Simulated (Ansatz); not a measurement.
Ideal-gas functions of ClH4NSn, SMILES `[NH2][SnH2][Cl]` at 600 K and 1 bar, from an Ansatz frequency run at PBE0-D4/def2-TZVP.

Molar mass 172.2 g/mol, point group Cs (symmetry number 1), electronic degeneracy 1, moments of inertia 55.021, 184.606, 228.403 u Å². Harmonic wavenumbers (cm⁻¹, unscaled): 90, 154, 340, 384, 392, 538, 626, 653, 683, 848, 1562, 1964, 1977, 3579, 3683.

Use S(trans) = R[1.5 ln M + 2.5 ln T − 1.1517]; rotational temperatures θ = 24.2544 K / I; S(rot) = R[ln(√π/σ · √(T³/θAθBθC)) + 1.5]; for each mode x = 1.438777 ν̃/T, S = R[x/(eˣ − 1) − ln(1 − e⁻ˣ)] and H = RT x/(eˣ − 1); 1 cm⁻¹ = 0.0119627 kJ/mol; R = 8.31446 J/(mol·K).

By hand: the entropy, in J/(mol·K).

Translation 187.6. Rotation: θ = 0.4408, 0.1314, 0.1062 K, giving 118.2. Vibration, mode by mode: 21.08, 16.64, 10.24, 9.29, 9.13, 6.75, 5.68, 5.39, 5.08, 3.71, 0.95, 0.43, 0.42, 0.01, 0.01, in all 94.8. Electronic 0.0. Sum 400.6 J/(mol·K).

By hand: H − E and G − E in kJ/mol, counted from the electronic energy.

Zero-point energy ½ × 17473 × 0.0119627 = 104.5; thermal vibration 28.9; translation, rotation and pV give 4 RT = 20.0. H − E = 153.4 kJ/mol, and G − E = 153.4 − 600 × 400.6/1000 = -87.0 kJ/mol.

Vibration gives 24 % of the entropy, 21.1 J/(mol·K) of it from the mode under 150 cm⁻¹: soft modes count most, and the harmonic formula is weakest for them. The sum counts one conformer and one mirror image; others add a mixing term.
